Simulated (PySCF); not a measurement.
## P²⁺ (phosphorus, charge +2): UHF calculation

Configuration: [Ne] 3s2 3p1, 2P determinant. Calculation: PySCF 2.14, in x2c-QZVPPall; the spin-free X2C one-electron Hamiltonian (Gaussian nucleus).

- Total energy: -340.469438 hartree
- One-electron energy: -460.2855 hartree
- Hartree (Coulomb) energy: 141.9412 hartree
- Exchange energy: -22.1252 hartree
- ⟨S²⟩: 0.7636
- ⟨L²⟩: 2.041
- Sum of ⟨r⟩: 9.634 bohr
- Sum of ⟨r²⟩: 14.04 bohr²
- Traceless quadrupole moment −½Σ⟨3z² − r²⟩ along its main axis: -1.87 e·bohr²
- Langevin diamagnetic susceptibility: -11.1 ×10⁻⁶ cm³/mol

```
shell  electrons  mean orbital energy (hartree)  spread (hartree)  rms radius, mean of both spins (bohr)
 1s α          1                      -81.10065                 0                                  0.120
 1s β          1                      -81.09016                 0                                  0.120
 2s α          1                       -8.43440                 0                                  0.559
 2s β          1                       -8.42395                 0                                  0.559
 2p α          3                       -6.28654           0.01996                                  0.539
 2p β          3                       -6.26703           0.02361                                  0.539
 3s α          1                       -1.47578                 0                                   1.89
 3s β          1                       -1.36611                 0                                   1.89
 3p α          1                       -1.10164                 0                                   2.13
```

Densities and radii are taken from the X2C orbitals without a picture-change correction, which distorts them close to the nucleus.

Spin-orbit constants ζ (cm⁻¹) from the X2C one-electron operator on these orbitals: bare nucleus, nucleus screened by l(l+1)(2l+1)/3 electrons, and screened by the Breit-Pauli mean field of the electrons.

```json
{"shell": "2p", "bare": "5523", "screened nucleus": "4787", "mean field": "4459"}
{"shell": "3p", "bare": "420.1", "screened nucleus": "364.1", "mean field": "334.7"}
```

To first order the Landé constant is A = 334.7 cm⁻¹, so the lowest level has J = 1/2 and lies 0.0415 eV below the centre of the term.
